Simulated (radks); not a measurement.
Problem. All-electron atom: the silicon ion Si4+ in [He] 2s2 2p5 5d1 (not the ground configuration). Method: non-relativistic Kohn-Sham, BLYP, spin-unpolarised, spherical densities, point nucleus; computed with a radial shooting solver on a logarithmic mesh with Libxc functionals. Some entries of the table are withheld. Estimate them.

| orbital | occ. | eigenvalue (eV) | <r^2> (bohr^2) | r(max) (bohr) |
|---|---|---|---|---|
| 1s | 2 | -1882.451 | (1) | (2) |
| 2s | 2 | -223.8721 | 0.3596 | (3) |
| 2p | 5 | -182.3015 | 0.3206 | 0.3762 |
| 5d | 1 | (4) | 46.03 | 6.692 |

Solution. 
(1) 1s <r^2> (bohr^2): 0.01674
(2) 1s r(max) (bohr): 0.07295
(3) 2s r(max) (bohr): 0.4478
(4) 5d eigenvalue (eV): -13.3652
